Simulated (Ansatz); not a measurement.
Ansatz (a program for electronic structure) input (CCSD(T)/aug-cc-pV(D+d)Z):
A basis named .json is the Basis Set Exchange file of that set.

Ansatz 0.2 input:
```yaml
crystal:
  periodic: [false, false, false]
  atoms:
    - {symbol: C, position_ang: [1.38169697, -1.22058696, 0.67857413]}
    - {symbol: Si, position_ang: [-0.04175444, 0.00137216, 0.60536279]}
    - {symbol: C, position_ang: [-1.69974103, -0.86822703, 0.46523558]}
    - {symbol: Cl, position_ang: [0.21130637, 1.18144046, -1.10076317]}
    - {symbol: H, position_ang: [1.28742385, -1.85783650, 1.56038845]}
    - {symbol: H, position_ang: [2.34169038, -0.70644076, 0.72343283]}
    - {symbol: H, position_ang: [1.37207377, -1.85586827, -0.21199656]}
    - {symbol: H, position_ang: [-2.51661071, -0.15089798, 0.38707594]}
    - {symbol: H, position_ang: [-1.87191589, -1.49656857, 1.34165650]}
    - {symbol: H, position_ang: [-1.71204322, -1.50320200, -0.42552058]}
basis:
  gaussian:
    orbitals: aug-cc-pV_D+d_Z.json
magnetization: {spin_polarized: true, initial_magnetization: 1}
correlation: {method: ccsd_t, electrons: outside_noble_gas}
output: {forces: true}
```

End of the output:

```
integrals: 0.92 GiB planned
1626 factors; integrals over basis functions are off by at most 9.7e-4 eV
mean field: 1.26 GiB planned
mean field evaluation 1: about -22519.4594 eV, gradient 2.5e1 eV
mean field evaluation 2: about -22519.4934 eV, gradient 2.5e1 eV
mean field evaluation 4: about -22523.3396 eV, gradient 2.5e0 eV
mean field evaluation 8: about -22523.4308 eV, gradient 2.8e-1 eV
mean field evaluation 16: about -22523.4325 eV, gradient 1.5e-6 eV
mean field -22523.43251274 eV, -827.7208779125 hartree, gradient 1.5e-6 eV, S^2 0.753288; 0 other end points of the search recorded, 0 dependent functions left out
12 core orbitals not correlated
reference -22523.43251274 eV, -827.7208779125 hartree; 13, 12 occupied and 139, 140 virtual orbitals, 1626 factors
densities: 6.64 GiB planned
second order -14.64780171 eV of doubles, -0.00000000 eV of singles
coupled cluster: 3.68 GiB planned
cycle   1  -15.69869808 eV  change    -1.1e0 eV  update   8.2e-2
cycle   2  -16.08786687 eV  change   -3.9e-1 eV  update   2.6e-2
cycle   3  -16.14939722 eV  change   -6.2e-2 eV  update   1.1e-2
cycle   4  -16.14739848 eV  change    2.0e-3 eV  update   3.6e-3
cycle   5  -16.14621724 eV  change    1.2e-3 eV  update   1.5e-3
cycle   6  -16.14630000 eV  change   -8.3e-5 eV  update   5.9e-4
cycle   7  -16.14641453 eV  change   -1.1e-4 eV  update   2.2e-4
cycle   8  -16.14645584 eV  change   -4.1e-5 eV  update   8.0e-5
cycle   9  -16.14645039 eV  change    5.4e-6 eV  update   3.0e-5
cycle  10  -16.14644122 eV  change    9.2e-6 eV  update   1.2e-5
cycle  11  -16.14644489 eV  change   -3.7e-6 eV  update   4.5e-6
cycle  12  -16.14644637 eV  change   -1.5e-6 eV  update   1.7e-6
perturbative correction -0.52589019 eV, -0.0193261080 hartree
the calculation of the forces begins
Total energy: -22540.10484931 eV, -828.3335749802 hartree
Atom 0 at     1.381697    -1.220587     0.678574 Å, force    -0.210387     0.207291     0.007569 eV/Å
Atom 1 at    -0.041754     0.001372     0.605363 Å, force    -0.005621     0.065100     0.188706 eV/Å
Atom 2 at    -1.699741    -0.868227     0.465236 Å, force     0.248545     0.154812     0.039343 eV/Å
Atom 3 at     0.211306     1.181440    -1.100763 Å, force     0.034831     0.169876    -0.222520 eV/Å
Atom 4 at     1.287424    -1.857836     1.560388 Å, force    -0.036207    -0.297613     0.398333 eV/Å
Atom 5 at     2.341690    -0.706441     0.723433 Å, force     0.447645     0.229231     0.019976 eV/Å
Atom 6 at     1.372074    -1.855868    -0.211997 Å, force    -0.007420    -0.280209    -0.394555 eV/Å
Atom 7 at    -2.516611    -0.150898     0.387076 Å, force    -0.383141     0.324231    -0.037542 eV/Å
Atom 8 at    -1.871916    -1.496569     1.341657 Å, force    -0.086121    -0.291906     0.394878 eV/Å
Atom 9 at    -1.712043    -1.503202    -0.425521 Å, force    -0.002126    -0.280815    -0.394188 eV/Å
Dipole moment:    -0.058429    -0.368096     0.235971 e Å
```

It need not be the lowest isomer of its formula.
